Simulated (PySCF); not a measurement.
**ReO2Cl3 at several levels of theory**

Computed with PySCF 2.14.0 (density fitting, no spin-orbit coupling) at the geometry relaxed with r2SCAN:

```xyz
6
ReO2Cl3 (singlet)
Re    0.1368   -0.1735    0.0000
O     0.6298   -1.0081    1.3884
O     0.6298   -1.0081   -1.3884
Cl    1.9760    1.2353    0.0000
Cl   -1.0482    1.8366    0.0000
Cl   -1.9854   -1.0999    0.0000
```

```tsv
level	basis	state	HOMO (eV)	gap (eV)	charge on Re1 (e)	dipole about the centre of mass (D)	largest force component (eV/Å)
r2SCAN	Re def2-SVP with ECP60, O def2-SVP, Cl def2-SVP	singlet	-8.00	1.87	1.03	0.02	0.05
TPSS	the same	singlet	-7.74	1.76	0.94	0.05	0.59
TPSSh	the same	singlet	-8.30	2.48	1.00	0.07	0.06
PBE	the same	singlet	-7.55	1.67	0.80	0.06	0.63
r2SCAN	Re def2-TZVP with ECP60, O def2-TZVP, Cl def2-TZVP	singlet	-7.98	1.97	1.38	0.01	0.30
r2SCAN	Re x2c-SVPall, O x2c-SVPall, Cl x2c-SVPall	singlet	-8.03	1.69	0.74	0.13	0.78
```

Charges are Mulliken's, which hang on the basis. The relaxation used the grid (50, 194), these runs (75, 302) or, all-electron (x2c bases, spin-free X2C Hamiltonian), (99, 590).

Problem. What does revPBE with Re def2-SVP with ECP60, O def2-SVP, Cl def2-SVP give here?

Solution. state singlet, HOMO (eV) -7.52, gap (eV) 1.68, charge on Re1 (e) 0.85, dipole about the centre of mass (D) 0.01, largest force component (eV/Å) 0.76. Time: 6.4 s on 2 threads of Arm Neoverse V1, on a shared host, from an already converged density.

In the first row's basis the gap widens with exact exchange: 1.7 to 1.9 eV for PBE, revPBE, TPSS, r2SCAN (none); 2.5 eV for TPSSh (a fixed share).

No frequency check is given that shows the relaxed geometry to be a minimum.
